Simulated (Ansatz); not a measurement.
`C[N]([GeH3])[SiH2]F` + `[AlH2][SH]` → `F[SiH2][S][AlH2]` + `C[NH][GeH3]`  (ligand exchange at the Si–N bond)

Calculated with Ansatz (gas phase, PBE0-D4/def2-TZVP geometries, no zero-point term in ΔE). CBS: MP2 limit from def2 TZ/QZ plus the TZ coupled-cluster correction, frozen cores. This one scheme is used for every species. DFT in def2-TZVPP. For Ge outer-core shells are correlated without core-valence functions, which leaves a few kJ/mol of doubt a bond. Scalar relativity is left out up to krypton. Each species was taken in one conformer, which may not be the lowest.

CCSD(T)/CBS gives +3.3 kcal/mol.

Q: Another level gave +2.0 kcal/mol. Which?
A. SCS-MP2/def2-TZVPP
B. r2SCANh-D4/def2-TZVPP
C. PBE/def2-TZVPP
D. LDA (SPW92)/def2-TZVPP

A: B. r2SCANh-D4 2.0, PBE 0.6, LDA (SPW92) 3.0, SCS-MP2/def2-TZVPP 4.3 kcal/mol.

Largest T1 diagnostic among the species: 0.012.

At CCSD(T), def2-SVP lies +1.9 kcal/mol from the extrapolated value and def2-TZVPP +1.1 kcal/mol. The D4 term adds +0.8 kcal/mol with B3LYP and +0.5 kcal/mol with PBE0; it sums over pairs of atoms, weighted by their polarisabilities, and B3LYP, whose exchange is more repulsive, gets the larger term.

B3LYP here is the variant with VWN-RPA as its local correlation; programs differ in this.
